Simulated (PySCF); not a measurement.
Bonds: C1-C2 1.332 Å, C2-C3 1.461 Å, C3-N4 1.263 Å, C2-C5 1.571 Å, C5-O6 1.243 Å, C5-O7 1.236 Å. C1 carries H8, H9; C3 carries H10; N4 carries H11.

Total charge -1.

Geometry: GFN2-xTB; GIAO absolute shieldings from PySCF 2.14.0 with density-fitted response routines, gas phase, non-relativistic, averaged over equivalent atoms.

At BP86/6-31G (71 basis functions, 11 s wall time on 1 thread of an Arm Neoverse V1, shared host):
```csv
atoms,σ (ppm)
C3,38.4
C5,46.4
C2,64.4
C1,81.6
N4,-83.5
O7,9.1
O6,11.9
H11,19.27
H10,24.16
H9,26.74
H8,28.65
```

Q: Predict the values at PBE0/pcSseg-1 on the same geometry.

A: 
```
atoms  σ at PBE0/pcSseg-1  change
   C3                12.2   -26.2
   C5                20.6   -25.8
   C2                36.2   -28.2
   C1                58.9   -22.7
   N4              -110.6   -27.1
   O7                 3.6    -5.5
   O6                 9.7    -2.2
  H11               18.05   -1.22
  H10               23.47   -0.69
   H9               25.27   -1.47
   H8               26.98   -1.67
```

The largest change is at C2 (carbon bonded to 3 C). Cost: 139 basis functions, 14 s wall time on 1 thread of an Arm Neoverse V1, shared host. The order of the carbon signals is the same at both levels.
